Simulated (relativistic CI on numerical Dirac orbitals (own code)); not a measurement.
# Level scheme of Tl LVIII

Calculated at this level of theory: Dirac-Coulomb-Breit CI, separate exchange-only KLI orbitals for each configuration, model QED, unscaled Slater integrals (own radial code, finite nucleus).

Configuration list (outside the closed core [Ne]): 3s2 3p6 3d6, 3s2 3p5 3d7, 3s2 3p4 3d8, 3s 3p6 3d7, 3p6 3d8, 3s 3p5 3d8, 3s2 3p6 3d5 4s, 3s2 3p6 3d5 4p, 3s2 3p4 3d7 4s, 3s2 3p6 3d5 4d, 3s2 3p5 3d6 4s, 3s2 3p6 3d5 4f, 3s2 3p6 3d4 4s2, 3s 3p6 3d6 4s, 3p6 3d7 4s, 3p6 3d7 4p. Levels of other configurations are missing.

```csv
No.,Configuration,Term,J,E (Ry),%,Next component (%),Landé g,Lifetime (s)
41,3s2 3p5 3d7,3P°,2,37.4716,35,23 3D°,1.218,7.61e-13
42,3s2 3p5 3d7,3F°,4,38.0035,40,23 5D°,1.210,4.42e-13
43,3s2 3p5 3d7,3D°,3,38.0342,49,14 1F°,1.206,1.28e-12
44,3s2 3p5 3d7,3D°,3,39.0252,39,19 5P°,1.283,3.28e-13
45,3s2 3p5 3d7,1P°,1,39.1101,28,26 3D°,1.179,7.26e-13
46,3s2 3p5 3d7,3P°,1,40.0634,34,26 1P°,1.180,3.35e-13
47,3s2 3p5 3d7,5G°,5,42.1529,63,15 5F°,1.234,6.87e-12
48,3s2 3p5 3d7,3H°,6,42.6055,43,31 5G°,1.166,7.24e-12
49,3s2 3p5 3d7,5F°,4,42.9672,29,20 5D°,1.242,3.05e-12
50,3s2 3p5 3d7,3F°,3,43.3218,20,20 5D°,1.146,2.85e-12
51,3s2 3p5 3d7,3D°,2,43.3231,40,21 5D°,1.277,2.01e-12
52,3s2 3p5 3d7,5D°,4,43.5766,39,31 3G°,1.237,2.62e-12
53,3s2 3p5 3d7,3P°,1,43.6361,58,20 5D°,1.537,1.96e-12
54,3s2 3p5 3d7,3I°,7,43.8183,100,,1.129,8.33e-12
55,3s2 3p5 3d7,5S°,2,44.0330,25,23 3F°,1.269,2.30e-12
56,3s2 3p5 3d7,3F°,4,44.3428,30,17 5F°,1.164,8.27e-13
57,3s2 3p5 3d7,3H°,5,44.3775,44,33 3G°,1.123,1.02e-12
58,3s2 3p5 3d7,5D°,3,44.5868,24,20 3F°,1.342,6.23e-13
59,3s2 3p5 3d7,3D°,3,44.6503,35,28 3F°,1.107,1.64e-12
60,3s2 3p5 3d7,3G°,5,44.7861,45,34 1H°,1.096,1.99e-12
61,3s2 3p5 3d7,1G°,4,44.8841,45,30 3G°,1.066,2.24e-12
62,3s2 3p5 3d7,3H°,6,45.1150,64,32 1I°,1.103,6.72e-13
63,3s2 3p5 3d7,3F°,2,45.3778,38,20 3D°,0.989,5.91e-13
64,3s2 3p5 3d7,3D°,1,45.4818,53,17 1P°,0.740,6.18e-13
65,3s2 3p5 3d7,3D°,2,46.1474,45,17 3F°,1.093,1.10e-12
66,3s2 3p5 3d7,3P°,0,46.2088,50,48 5D°,,3.57e-13
67,3s2 3p5 3d7,3G°,3,46.4547,28,21 3F°,1.098,5.00e-13
68,3s2 3p5 3d7,5D°,2,46.4689,28,19 3P°,1.328,3.77e-13
69,3s2 3p5 3d7,3F°,3,46.7797,34,19 3G°,1.158,3.53e-13
70,3s2 3p5 3d7,3G°,5,46.9452,45,26 1H°,1.098,3.40e-13
71,3s2 3p5 3d7,3F°,4,47.0984,49,22 3G°,1.138,3.24e-13
72,3s2 3p5 3d7,3P°,1,47.2616,39,31 3D°,1.133,6.63e-13
73,3s2 3p5 3d7,3D°,2,47.4736,41,17 1D°,1.111,6.54e-13
74,3s2 3p5 3d7,1G°,4,47.5998,45,38 3G°,1.033,5.43e-13
75,3s2 3p5 3d7,1F°,3,47.6810,42,24 3G°,1.011,6.13e-13
76,3s2 3p5 3d7,3D°,1,47.8032,56,15 3P°,0.946,4.36e-13
77,3s2 3p5 3d7,3P°,0,47.8709,92,6 1S°,,1.37e-12
78,3s2 3p5 3d7,3F°,3,48.0237,46,29 1F°,1.053,5.54e-13
79,3s2 3p5 3d7,3D°,1,48.0981,32,31 3P°,1.247,4.89e-13
80,3s2 3p5 3d7,3D°,2,48.3367,42,27 3F°,1.024,3.67e-13
81,3s2 3p5 3d7,5G°,4,51.0585,30,29 3F°,1.163,1.85e-12
82,3s2 3p5 3d7,3D°,3,51.4863,30,21 5F°,1.251,1.65e-12
83,3s2 3p5 3d7,3P°,2,51.6765,25,21 5P°,1.494,1.26e-12
84,3s2 3p5 3d7,3I°,6,52.2051,36,33 3H°,1.062,1.84e-12
85,3s2 3p5 3d7,5D°,1,52.2085,38,27 3D°,1.056,6.44e-13
86,3s2 3p5 3d7,3G°,5,52.4458,46,33 3H°,1.109,1.53e-12
87,3s2 3p5 3d7,3F°,2,52.7111,32,21 3D°,0.992,8.11e-13
88,3s2 3p5 3d7,3G°,3,52.8534,44,19 3D°,0.989,6.94e-13
89,3s2 3p5 3d7,3P°,0,52.8638,51,30 5D°,,6.84e-13
90,3s2 3p5 3d7,1G°,4,52.9448,33,30 3H°,0.997,7.73e-13
91,3s2 3p5 3d7,3S°,1,53.6852,24,24 3P°,1.564,4.27e-13
92,3s2 3p5 3d7,3G°,4,53.9811,42,23 3F°,1.080,4.30e-13
93,3s2 3p5 3d7,3D°,2,54.0150,24,17 3P°,1.185,4.54e-13
94,3s2 3p5 3d7,3G°,3,54.2909,34,21 3D°,1.070,3.64e-13
95,3s2 3p5 3d7,1H°,5,54.4021,37,29 3G°,1.048,3.79e-13
96,3s2 3p5 3d7,3D°,2,54.4332,27,22 3F°,1.068,4.78e-13
97,3s2 3p5 3d7,3F°,4,54.8467,65,15 3G°,1.193,1.17e-12
98,3s2 3p5 3d7,3G°,3,55.0031,36,23 1F°,0.988,4.73e-13
99,3s2 3p5 3d7,3D°,1,55.0846,53,15 5F°,0.671,5.04e-13
100,3s2 3p5 3d7,1D°,2,56.0382,39,30 3F°,1.000,5.83e-13
101,3s2 3p5 3d7,3D°,3,56.5268,44,25 1F°,1.176,4.02e-13
102,3s2 3p5 3d7,1P°,1,57.7031,38,26 3D°,1.112,5.28e-13
103,3s2 3p5 3d7,3P°,0,60.3800,59,34 5D°,,5.74e-13
104,3s2 3p5 3d7,3F°,3,61.7032,30,21 1F°,1.033,5.53e-13
105,3s2 3p5 3d7,3P°,1,61.8122,28,27 3D°,1.146,5.04e-13
106,3s2 3p5 3d7,3D°,2,62.0788,30,17 3F°,1.048,5.65e-13
107,3s2 3p4 3d8,5G,6,71.0934,60,36 3H,1.245,7.54e-13
108,3s2 3p4 3d8,3F,4,71.7867,48,25 5D,1.245,7.69e-13
109,3s2 3p4 3d8,3D,2,72.4330,33,32 3P,1.242,5.95e-13
110,3s2 3p4 3d8,3G,5,72.8879,48,37 5F,1.251,4.09e-13
```

Energies count from the lowest computed level; ° marks odd parity; lifetimes are radiative, by E1, M1, E2, M2 decay to levels of this space only.

The mean weight of the leading LS term, summed over parents, in these 70 levels is 41 %, and that of the leading jj configuration (from the same eigenvectors) 97 %, so jj coupling describes them better and the LS labels are nominal.

At this charge energies of transitions that change n are usually good to better than 1 %, and those within a shell (Δn = 0) to a few per cent.

LS names give the leading component of a level, which can be under half, so a name can repeat, a term be missing and a line seem to break the LS rules.
